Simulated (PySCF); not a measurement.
PySCF input for Te(GeH3)2 (Ge₂H₆Te), SMILES [GeH3][Te][GeH3], B3LYP-D3(BJ)/def2-SVP. Geometry: B3LYP-D3(BJ)/def2-SVP. The structure was generated by enumeration, and PubChem lists no compound with its InChIKey, so it may never have been made. The def2 effective core potentials stand for the cores of Te; spin–orbit coupling is left out.

```python
import numpy as np
from pyscf import gto, scf, dft, df
from pyscf.hessian import thermo

mol = gto.M(
    atom='''
    Te   -0.07871556   -0.01313312    1.04617666
    Ge    0.39892381   -1.82725294   -0.73627781
    H     0.69591619   -3.13190716    0.02636915
    H    -0.83049210   -2.01181039   -1.64892661
    H     1.61553702   -1.42303751   -1.59381140
    Ge   -0.48006028    1.78846648   -0.76749475
    H    -0.81859863    3.09607798   -0.02737545
    H     0.78991400    1.97409678   -1.62275172
    H    -1.65318245    1.37289736   -1.67852798
    ''',
    basis='def2-SVP',
    ecp={'Te': 'def2-svp'},
    charge=0,
    spin=0,
    max_memory=1600,
    verbose=3,
)
mf = dft.RKS(mol, xc='b3lyp').density_fit(auxbasis='def2-universal-jkfit')
mf.disp = 'd3bj'
mf.grids.level = 3
mf.conv_tol = 1e-11
mf.max_cycle = 100
mf.kernel()

# [left out here: the lines that compute and print the analytic Hessian (its translational invariance restored by hand, since the grid's response is missing), thermochemistry and intensities]
```

It prints:

```
converged SCF energy = -4425.33344363825

WARN: DFTD3 does not support analytical Hessian, using finite difference


WARN: Mole.unit (angstrom) is changed to Bohr

Mode                                 0                   1                   2
Irrep
Freq [cm^-1]                       50.0901             57.9517             62.0524
Reduced mass [au]                   1.0323              1.0201             11.0569
Force const [Dyne/A]                0.0015              0.0020              0.0251
Char temp [K]                      72.0685             83.3796             89.2796
Normal mode                   x     y     z       x     y     z       x     y     z
       0  Te                -0.01 -0.00  0.00   -0.00 -0.00  0.00   -0.00  0.00  0.04
       1  Ge                 0.01  0.00 -0.00    0.01  0.00 -0.00   -0.01  0.06 -0.03
       2   H                 0.45  0.11  0.01   -0.34 -0.08 -0.01   -0.00  0.02 -0.11
       3   H                -0.13 -0.33  0.25    0.13  0.26 -0.22   -0.03  0.11 -0.02
       4   H                -0.25  0.24 -0.26    0.22 -0.17  0.23   -0.03  0.11 -0.03
       5  Ge                 0.01  0.00 -0.00   -0.01 -0.00 -0.00    0.02 -0.06 -0.03
       6   H                 0.36  0.09  0.01    0.43  0.11  0.01   -0.00 -0.03 -0.11
       7   H                -0.09 -0.27 -0.20   -0.14 -0.32 -0.27    0.03 -0.10 -0.02
       8   H                -0.21  0.20  0.19   -0.29  0.21  0.26    0.03 -0.12 -0.03
Mode                                 3                   4                   5
Irrep
Freq [cm^-1]                      229.3562            230.1749            480.7834
Reduced mass [au]                  28.8429             43.1140              1.0451
Force const [Dyne/A]                0.8939              1.3458              0.1423
Char temp [K]                     329.9925            331.1704            691.7402
Normal mode                   x     y     z       x     y     z       x     y     z
       0  Te                 0.00 -0.00 -0.05    0.01 -0.05  0.00   -0.00  0.00 -0.00
       1  Ge                -0.01  0.05  0.04   -0.01  0.05  0.04    0.00 -0.01  0.01
       2   H                -0.02  0.06  0.07   -0.01  0.03  0.02    0.07 -0.27 -0.47
       3   H                -0.00  0.01  0.03   -0.00  0.03  0.03   -0.05  0.30  0.02
       4   H                -0.01  0.01  0.03   -0.01  0.03  0.03   -0.09  0.29  0.01
       5  Ge                 0.01 -0.05  0.04   -0.01  0.05 -0.05    0.00 -0.01 -0.01
       6   H                 0.01 -0.06  0.07   -0.01  0.03 -0.02    0.05 -0.26  0.47
       7   H                -0.00 -0.01  0.03   -0.00  0.03 -0.03   -0.05  0.30 -0.02
       8   H                 0.01 -0.01  0.03   -0.01  0.03 -0.03   -0.09  0.29 -0.02
Mode                                 6                   7                   8
Irrep
Freq [cm^-1]                      509.1075            513.1574            531.5666
Reduced mass [au]                   1.0404              1.0542              1.0773
Force const [Dyne/A]                0.1589              0.1636              0.1794
Char temp [K]                     732.4923            738.3192            764.8060
Normal mode                   x     y     z       x     y     z       x     y     z
       0  Te                -0.00 -0.00 -0.00    0.01  0.00  0.00   -0.00  0.00  0.01
       1  Ge                 0.01  0.00  0.00   -0.01 -0.00 -0.00   -0.00  0.01 -0.01
       2   H                -0.18 -0.04 -0.00    0.16  0.04  0.00   -0.07  0.25  0.43
       3   H                -0.26  0.25  0.32    0.25 -0.24 -0.31    0.05 -0.32 -0.02
       4   H                -0.10 -0.34 -0.32    0.10  0.32  0.32    0.10 -0.31 -0.02
       5  Ge                -0.01 -0.00 -0.00   -0.02 -0.00 -0.00    0.00 -0.01 -0.01
       6   H                 0.17  0.04  0.00    0.16  0.04  0.00    0.05 -0.24  0.44
       7   H                 0.24 -0.24  0.32    0.25 -0.24  0.33   -0.05  0.32 -0.02
       8   H                 0.11  0.33 -0.31    0.12  0.33 -0.32   -0.10  0.31 -0.03
Mode                                 9                  10                  11
Irrep
Freq [cm^-1]                      786.3708            822.4279            868.4660
Reduced mass [au]                   1.0319              1.0363              1.0205
Force const [Dyne/A]                0.3760              0.4130              0.4535
Char temp [K]                    1131.4125           1183.2906           1249.5293
Normal mode                   x     y     z       x     y     z       x     y     z
       0  Te                -0.00  0.00 -0.00   -0.00  0.00  0.00    0.00  0.00 -0.00
       1  Ge                -0.00  0.01  0.01   -0.00  0.01  0.01    0.01  0.00  0.00
       2   H                 0.05 -0.19 -0.33    0.06 -0.22 -0.38   -0.53 -0.13 -0.01
       3   H                 0.17 -0.31 -0.20    0.15 -0.31 -0.15   -0.02 -0.32  0.07
       4   H                -0.01 -0.36 -0.20    0.02 -0.34 -0.15   -0.16  0.28 -0.07
       5  Ge                -0.00  0.01 -0.01    0.00 -0.01  0.01   -0.01 -0.00 -0.00
       6   H                 0.04 -0.19  0.33   -0.05  0.22 -0.38    0.51  0.12  0.01
       7   H                 0.17 -0.31  0.21   -0.14  0.31 -0.16    0.01  0.31  0.06
       8   H                -0.01 -0.35  0.20   -0.01  0.34 -0.16    0.16 -0.27 -0.06
Mode                                12                  13                  14
Irrep
Freq [cm^-1]                      869.8730            880.9255            886.8008
Reduced mass [au]                   1.0204              1.0203              1.0192
Force const [Dyne/A]                0.4549              0.4665              0.4723
Char temp [K]                    1251.5535           1267.4557           1275.9089
Normal mode                   x     y     z       x     y     z       x     y     z
       0  Te                -0.00 -0.00 -0.00    0.00 -0.00  0.00   -0.00  0.00  0.00
       1  Ge                -0.01 -0.00 -0.00    0.00 -0.01  0.01    0.00 -0.00  0.01
       2   H                 0.51  0.12  0.01   -0.03  0.10  0.17   -0.03  0.09  0.14
       3   H                 0.02  0.30 -0.07    0.22  0.22 -0.36    0.24  0.18 -0.37
       4   H                 0.15 -0.26  0.07   -0.28  0.10 -0.37   -0.28  0.05 -0.39
       5  Ge                -0.01 -0.00 -0.00    0.00 -0.01 -0.01   -0.00  0.00  0.01
       6   H                 0.53  0.13  0.01   -0.02  0.10 -0.17    0.02 -0.09  0.14
       7   H                 0.01  0.32  0.07    0.20  0.22  0.36   -0.22 -0.18 -0.39
       8   H                 0.16 -0.27 -0.07   -0.30  0.10  0.35    0.30 -0.05 -0.37
Mode                                15                  16                  17
Irrep
Freq [cm^-1]                     2115.7023           2120.1850           2123.8891
Reduced mass [au]                   1.0123              1.0122              1.0250
Force const [Dyne/A]                2.6698              2.6808              2.7242
Char temp [K]                    3044.0246           3050.4742           3055.8035
Normal mode                   x     y     z       x     y     z       x     y     z
       0  Te                -0.00  0.00 -0.00    0.00 -0.00 -0.00    0.00 -0.00 -0.00
       1  Ge                -0.00  0.00  0.01    0.00 -0.00 -0.01   -0.01 -0.00 -0.00
       2   H                 0.04 -0.18  0.12   -0.05  0.23 -0.15   -0.02  0.01 -0.01
       3   H                -0.36 -0.05 -0.25    0.36  0.05  0.25    0.40  0.05  0.30
       4   H                 0.38  0.14 -0.25   -0.40 -0.14  0.27    0.35  0.12 -0.25
       5  Ge                -0.00  0.00 -0.01   -0.00  0.00 -0.00    0.01  0.00  0.00
       6   H                 0.05 -0.19 -0.13    0.06 -0.22 -0.14    0.02 -0.01 -0.01
       7   H                -0.41 -0.05  0.25   -0.36 -0.04  0.22   -0.43 -0.05  0.30
       8   H                 0.38  0.14  0.27    0.36  0.13  0.26   -0.37 -0.14 -0.29
Mode                                18                  19                  20
Irrep
Freq [cm^-1]                     2127.5710           2140.2905           2142.1878
Reduced mass [au]                   1.0251              1.0240              1.0243
Force const [Dyne/A]                2.7339              2.7636              2.7694
Char temp [K]                    3061.1009           3079.4015           3082.1313
Normal mode                   x     y     z       x     y     z       x     y     z
       0  Te                -0.00 -0.00 -0.00   -0.00  0.00  0.00   -0.00 -0.00  0.00
       1  Ge                -0.01 -0.00 -0.00   -0.00  0.01 -0.01    0.00 -0.01  0.01
       2   H                -0.02  0.01 -0.01    0.11 -0.50  0.30   -0.14  0.60 -0.35
       3   H                 0.41  0.05  0.31    0.12  0.03  0.07   -0.17 -0.04 -0.11
       4   H                 0.39  0.13 -0.28   -0.11 -0.03  0.06    0.17  0.04 -0.10
       5  Ge                -0.01 -0.00 -0.00   -0.00  0.01  0.01   -0.00  0.01  0.01
       6   H                -0.02 -0.00  0.00    0.16 -0.61 -0.35    0.13 -0.48 -0.28
       7   H                 0.39  0.05 -0.27    0.15  0.04 -0.09    0.15  0.03 -0.09
       8   H                 0.36  0.13  0.29   -0.15 -0.04 -0.09   -0.14 -0.04 -0.09
temperature 298.1500 [K]
pressure 101325.00 [Pa]
Rotational constants [GHz] 2.12398 0.93205 0.65857
Symmetry number 1
Zero-point energy (ZPE) 0.04681 [Eh]   122909.894 [J/mol]
                           tot       elec      trans        rot        vib
Entropy [J/mol/K]       392.197      0.000    178.972    125.060     88.165
Cv [J/mol/K]             99.847      0.000     12.472     12.472     74.903
Cp [J/mol/K]            108.161      0.000     20.786     12.472     74.903
Internal energy [J/mol]                      3718.434   3718.434 135404.894
Internal energy [Eh]   -4425.27904  -4425.33344
Enthalpy [J/mol]                             6197.391   3718.434 135404.894
Enthalpy [Eh]          -4425.27809
Gibbs free energy [J/mol]                  -47163.241 -33568.062 109118.449
Gibbs free energy [Eh] -4425.32263
mode   freq/cm-1   IR/(km/mol)
   1       50.09         0.040
   2       57.95         0.001
   3       62.05         0.047
   4      229.36         2.269
   5      230.17        10.448
   6      480.78         4.505
   7      509.11         0.003
   8      513.16        10.047
   9      531.57         2.760
  10      786.37       487.646
  11      822.43       169.189
  12      868.47         0.025
  13      869.87        69.447
  14      880.93        17.131
  15      886.80        75.086
  16     2115.70        67.728
  17     2120.19        86.342
  18     2123.89         0.454
  19     2127.57       201.345
  20     2140.29       133.662
  21     2142.19        70.414
max |gradient| / (hartree/bohr): 5.5547447697464064e-05
APT charges: [-0.3256  0.9194 -0.2448 -0.2558 -0.256   0.9194 -0.2448 -0.256  -0.2558]
```

The calculation finished and met its thresholds.
